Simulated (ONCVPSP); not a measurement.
Pseudopotential generation for aluminium (Al): ONCV, PBE, scalar-relativistic.

* Element: aluminium
* Generator: ONCVPSP 4.0.1
* Type: optimised norm-conserving Vanderbilt (ONCV)
* Functional: PBE
* Relativity: scalar-relativistic
* Frozen core: [Ne]
* Valence charge: 3
* Reference configuration: 3s1.75 3p1.25
* Partial waves: 3s: rc 1.90 bohr, ncon 3, nbas 6, qcut 3.4 1/bohr, local; 3p: rc 1.90 bohr, ncon 4, nbas 8, qcut 3.7 1/bohr, 1 projector; d scattering state at 0.08 Ha: rc 2.10 bohr, ncon 5, nbas 9, qcut 4.9 1/bohr, 1 projector
* Local potential: the s channel
* Core correction: none

Poles of the logarithmic derivatives, all-electron (AE) and pseudo (PS). s: poles at 1.7 (AE) and 1.5 (PS) Ha. p: poles at 2.2 (AE) and 1.5 (PS) Ha. d: poles at 1.8 (AE) and 1.8 (PS) Ha. Test radii: s 1.93, p 1.93, d 2.13 bohr.

- Cutoffs needed: 5.3 Ha and 15 Ha (the cutoffs (Ha) at which the residual kinetic energy of the hardest occupied pseudo-wave falls to 1 and 0.1 mHa per electron)
- Ghost test: no bound ghost flagged; no localised positive-energy state flagged
- Largest excitation error: +14 meV (all-electron minus pseudo) for 3s1 3p0, out of 4 test configurations
